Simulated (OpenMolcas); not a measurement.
## Ce3+: effect of the metal basis and ligand basis

Ce3+ with 6 ligands (bromide) in trigonal antiprismatic coordination (D3d) at 2.92 Å, a polar angle of 57.5° against the regular 54.74°. A charge of +0.5 e stands 2.6 Å behind each ligand.

```json
{
 "Program": "OpenMolcas 26.06",
 "Method": "SS-CASPT2, IPEA 0.25 Eh, imaginary shift 0.1 Eh (closed shells correlated: 5s 5p and the ligand valence shells)",
 "Spin-orbit coupling": "RASSI with atomic mean-field integrals over the reference wave functions"
}
```

Fixed: active space 1 electron in 7 orbitals (4f), DKH2 Hamiltonian.

States (labels of D3, the rotations of D3d). Energies in cm-1 above the lowest state or level, χT in cm3 K/mol.

| Run | Metal basis | Ligand basis | Ground state | First state of that spin | First gap with spin-orbit (degeneracies) | Width of lowest J | χT at 300 K | Cost |
| --- | --- | --- | --- | --- | --- | --- | --- | --- |
| A | ANO-RCC-VDZP | ANO-RCC-VDZP | 2E | 2A2 20 | 260 (2, 2) | 490 | 0.702 | roughly 110 core-seconds |
| B | ANO-RCC-VTZP | ANO-RCC-VTZP | 2A2 | 2E 9 | 290 (2, 2) | 507 | 0.693 | roughly 8 core-minutes |

Against A, the width of the lowest J multiplet changes by +3.5 % in B.

Costs are those of the CASPT2 steps.

Roots that are degenerate in the reference are averaged as groups; the widest CASPT2 spread within a group is 17 cm-1 (the 2-fold group of multiplicity 2 near 0 cm-1 above the lowest state of its run, A). Shifts and gaps below about the spread of the groups concerned are not significant. Over all roots computed the reference weight is 0.69 in A, 0.65 in B; a low but even weight reflects the number of correlated electrons. Splittings of an f shell from a small cluster at a set distance can be off by tens of per cent, mostly too small. No measured value stands beside these numbers; the geometry was imposed, not optimised, and the real ion may take another.
